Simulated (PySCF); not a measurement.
Isomers of C6H8O2. Method: TDDFT PBE0/def2-SVPD, vertical, gas phase, core orbitals frozen in the response (PySCF 2.14.0, density-fitted response routines). Geometries: GFN2-xTB; one conformer of each isolated species. Triplets are in the Tamm–Dancoff approximation.

Problem. Rank by computed HOMO energy, lowest first.
A. `OCC1=CCC=CO1`
B. `O=C1C=C[C@H](O)CC1`
C. `CCC1=COC=CO1`
D. `CO/C=C1C=C/1OC`
E. `COC(=O)C=C1CC1`
F. `C=CCC(=O)OC=C`
G. `C=C(/C=C/C)C(=O)O`

Solution. E (-7.87 eV), F (-7.52 eV), B (-7.29 eV), G (-6.79 eV), A (-6.33 eV), C (-5.51 eV), D (-5.05 eV).

```json
{"SMILES": "COC(=O)C=C1CC1", "HOMO (eV)": "-7.87", "LUMO (eV)": "-1.21", "T1 (eV)": "3.85", "gap (eV)": "6.66", "first f ≥ 0.01 (nm)": "200", "S1 mainly": "H-1→L (96%)"}
{"SMILES": "C=CCC(=O)OC=C", "HOMO (eV)": "-7.52", "LUMO (eV)": "-0.55", "T1 (eV)": "4.23", "gap (eV)": "6.97", "first f ≥ 0.01 (nm)": "199", "S1 mainly": "H-2→L (64%)"}
{"SMILES": "O=C1C=C[C@H](O)CC1", "HOMO (eV)": "-7.29", "LUMO (eV)": "-1.71", "T1 (eV)": "3.14", "gap (eV)": "5.58", "first f ≥ 0.01 (nm)": "230", "S1 mainly": "H→L (97%)"}
{"SMILES": "C=C(/C=C/C)C(=O)O", "HOMO (eV)": "-6.79", "LUMO (eV)": "-1.46", "T1 (eV)": "2.93", "gap (eV)": "5.34", "first f ≥ 0.01 (nm)": "261", "S1 mainly": "H→L (78%)"}
{"SMILES": "OCC1=CCC=CO1", "HOMO (eV)": "-6.33", "LUMO (eV)": "-0.09", "T1 (eV)": "3.78", "gap (eV)": "6.24", "first f ≥ 0.01 (nm)": "245", "S1 mainly": "H→L (99%)"}
{"SMILES": "CCC1=COC=CO1", "HOMO (eV)": "-5.51", "LUMO (eV)": "-0.04", "T1 (eV)": "3.09", "gap (eV)": "5.47", "first f ≥ 0.01 (nm)": "253", "S1 mainly": "H→L (99%)"}
{"SMILES": "CO/C=C1C=C/1OC", "HOMO (eV)": "-5.05", "LUMO (eV)": "0.33", "T1 (eV)": "3.20", "gap (eV)": "5.38", "first f ≥ 0.01 (nm)": "286", "S1 mainly": "H→L (97%)"}
```

H and L stand for HOMO and LUMO.

- `COC(=O)C=C1CC1`: Löwdin shares by element: HOMO (one of a set within 0.03 eV) carbon 72% or more, oxygen 10% or more (atoms not listed hold the other 18%); LUMO carbon 58% or more, oxygen 12% or more (atoms not listed hold the other 30%).
- `C=CCC(=O)OC=C`: Löwdin shares by element: HOMO carbon 61% or more, oxygen 23% (atoms not listed hold the other 17%); LUMO carbon 57% or more, oxygen 19% or more (atoms not listed hold the other 24%).
- `O=C1C=C[C@H](O)CC1`: Löwdin shares by element: HOMO oxygen 60% or more, carbon 31% or more; LUMO carbon 62% or more, oxygen 21% or more (atoms not listed hold the other 17%).
- `C=C(/C=C/C)C(=O)O`: Löwdin shares by element: HOMO carbon 81% or more (atoms not listed hold the other 19%); LUMO carbon 60% or more, oxygen 11% or more (atoms not listed hold the other 29%).
- `OCC1=CCC=CO1`: Löwdin shares by element: HOMO carbon 45% or more, oxygen 22% or more (atoms not listed hold the other 33%); LUMO carbon 68% or more (atoms not listed hold the other 32%).
- `CCC1=COC=CO1`: Löwdin shares by element: HOMO oxygen 44%, carbon 26% or more (atoms not listed hold the other 30%); LUMO carbon 69% or more (atoms not listed hold the other 31%).
- `CO/C=C1C=C/1OC`: Löwdin shares by element: HOMO carbon 61% or more, oxygen 21% or more (atoms not listed hold the other 18%); LUMO carbon 64% or more, oxygen 11% or more, hydrogen 10% or more (atoms not listed hold the other 15%).
